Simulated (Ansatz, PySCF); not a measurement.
Process, species as SMILES: CC[SiH3] [ethylsilane] → CC[SiH2] + H atom (the H-Si bond at the site shown breaks; other sites are not compared here)
Structures are relaxed separately at B3LYP-D3(BJ)/def2-TZVP in Ansatz (a program for electronic structure), one conformer each, not searched for the lowest.
Geometry of the first species:
```
C
H 1 1.0943
H 1 1.0943 2 106.00
C 1 1.5338 2 110.22 3 119.25
H 4 1.0919 1 111.49 2 -58.33
H 4 1.0921 5 107.54 1 122.31
H 4 1.0921 5 107.54 6 115.38
Si 1 1.8812 2 108.24 3 -115.93
H 8 1.4838 1 110.96 2 57.23
H 8 1.4846 9 108.55 1 -121.37
H 8 1.4846 9 108.55 10 -117.26
```

Property: bond dissociation energy (0 K, with B3LYP-D3(BJ) harmonic zero-point energies from PySCF), in eV. Valence correlation only, unless marked. Open shells are spin-unrestricted. No spin-orbit coupling. No relativistic terms. CBS marks a two-point X^-3 extrapolation of the correlation energy; Hartree-Fock from the larger set.

```tsv
level	program	bond dissociation energy (eV)
HF/cc-pV(D+d)Z	Ansatz	3.06
HF/aug-cc-pV(Q+d)Z	Ansatz	3.08
PBE-D4/def2-TZVPD	Ansatz + dftd4	3.69
BHLYP/def2-TZVPD	Ansatz	3.90
B2GP-PLYP/def2-TZVPD	Ansatz	3.86
MP2/cc-pV(D+d)Z	Ansatz	3.64
SCS-MP2/STO-3G	Ansatz	4.76
CCSD(T)/6-31G	Ansatz	3.17
CCSD(T)/cc-pV(D+d)Z	Ansatz	3.77
CCSD(T)/CBS(aug-cc-pV(T+d)Z,aug-cc-pV(Q+d)Z)	Ansatz	3.96
```
